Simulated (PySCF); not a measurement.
Electron correlation in Xe⁺ (xenon, charge +1)

[Kr] 4d10 5s2 5p5, 2P determinant. All numbers are calculated (PySCF 2.14, a scalar-relativistic core potential, in def2-SVP with the def2 core potential (28 electrons) (6s5p3d2f, 50 functions)). Frozen: 4s2 4p6 4d10; 7 electrons correlated.

MP2 pair energies summed by pair of shells (mhartree):

| pair | energy | share (%) |
| --- | --- | --- |
| 5p-5p | -71.82 | 62.0 |
| 5s-5p | -37.44 | 32.3 |
| 5s-5s | -6.54 | 5.6 |

Total MP2 correlation energy: -115.80 mhartree.

Same-spin part -26.10 and opposite-spin part -89.70 mhartree; SCS-MP2 scales them by 1/3 and 6/5 to -116.34 mhartree.

| level | correlation energy (mhartree) |
| --- | --- |
| CCSD | -134.44 |
| (T) | -3.56 |
| CCSD(T) | -138.00 |

Diagnostics: T1 = 0.0060, D1 = 0.0194, largest double amplitude 0.046.

Cost of the coupled-cluster step: 1.9 s of wall time on 1 thread of Neoverse-N1 (shared host), for 7 correlated electrons.

Iterations:

```
CC2 = 0
CCSD nocc = (np.int64(4), np.int64(3)), nmo = (41, 41)
frozen orbitals [[0, 1, 2, 3, 4, 5, 6, 7, 8], [0, 1, 2, 3, 4, 5, 6, 7, 8]]
max_cycle = 100
direct = 0
conv_tol = 1e-08
conv_tol_normt = 1e-06
diis_space = 8
diis_start_cycle = 0
Init t2, MP2 energy = -0.115796028984129
Init E_corr(UCCSD) = -0.115796028984825
cycle = 1  E_corr(UCCSD) = -0.13019243980364  dE = -0.0143964108  norm(t1,t2) = 0.0378422
cycle = 2  E_corr(UCCSD) = -0.133207964584748  dE = -0.00301552478  norm(t1,t2) = 0.0118428
cycle = 3  E_corr(UCCSD) = -0.134486307786164  dE = -0.0012783432  norm(t1,t2) = 0.00459254
cycle = 4  E_corr(UCCSD) = -0.13444153914468  dE = 4.47686415e-05  norm(t1,t2) = 0.000546623
cycle = 5  E_corr(UCCSD) = -0.134442221718046  dE = -6.82573366e-07  norm(t1,t2) = 7.47132e-05
cycle = 6  E_corr(UCCSD) = -0.134442689474757  dE = -4.67756711e-07  norm(t1,t2) = 1.44486e-05
cycle = 7  E_corr(UCCSD) = -0.134442682075983  dE = 7.39877451e-09  norm(t1,t2) = 3.05748e-06
cycle = 8  E_corr(UCCSD) = -0.134442685232233  dE = -3.15624965e-09  norm(t1,t2) = 6.89778e-07
UCCSD converged
E(UCCSD) = -328.0114853914913  E_corr = -0.1344426852322325
UCCSD(T) correction = -0.0035631061176293
```
